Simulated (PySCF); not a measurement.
Spinor energies of Ru⁺ (ruthenium, charge +1)

Start: [Kr] 4d7; 4d3/2 filled at m_j = -3/2, -1/2, +1/2, +3/2; 4d5/2 filled at m_j = +1/2, +3/2, +5/2. Calculated with PySCF 2.14 in x2c-SVPall-2c with one added diffuse shell each of s, p, d type (7s9p7d1f, 76 functions): generalised Hartree-Fock with the X2C-1e Hamiltonian and a Gaussian nucleus; one run each with spin-orbit coupling (SO) switched off, then screened by Boettger's factors.

```
spinor shell  electrons  ε, spin-free (eV)  ε, screened SO (eV)  weight of nominal j (screened SO)  rms radius, screened SO (bohr)
       1s1/2          2           -22238.4             -22237.0                              1.000                          0.0384
       2s1/2          2            -3282.1              -3281.7                              1.000                           0.158
       2p1/2          2            -2934.4              -3025.0                              1.000                           0.137
       2p3/2          4            -2934.4              -2892.0                              1.000                           0.142
       3s1/2          2            -617.88              -617.75                              1.000                           0.428
       3p1/2          2            -500.37              -516.32                              1.000                           0.425
       3p3/2          4            -500.37              -492.82                              1.000                           0.436
       3d3/2          4            -311.39              -314.20                              0.992                           0.417
       3d5/2          6            -311.39              -309.36                              0.995                           0.420
       4s1/2          2            -100.95              -100.90                              1.000                            1.09
       4p1/2          2            -65.755              -70.147                              0.822                            1.21
       4d5/2          3            -18.283              -18.981                              0.760                            1.76
       4d3/2          4            -18.283              -17.771                              0.707                            1.79
```

Question: Where does 4p3/2 lie, and what is the 4p spin-orbit splitting (screened SO)?

Answer: At -63.588 eV, 6.559 eV above 4p1/2.

```csv
quantity,spin-free,screened SO
E (hartree),-4527.03637,-4527.66132
M_J,9/2,9/2
⟨J²⟩,24.764,24.766
⟨L²⟩,12.010,12.121
⟨S²⟩,3.754,3.732
```

Each row is a mean over spinors that exchange with the open shell spreads, by up to 7.794 eV (4p3/2).

Rows whose weight is well below 1 are mixtures of j = l ± 1/2: exchange outweighs spin-orbit coupling there, and the label is only the starting occupation.

Breit and QED terms are absent; they matter most for the inner s and p1/2 levels.

Densities and radii are taken from the X2C orbitals without a picture-change correction, which distorts them close to the nucleus.

Without spin-orbit coupling the j labels of p, d and f shells carry no meaning; the spin-free column gives the mean over the occupied spinors of each nl shell.
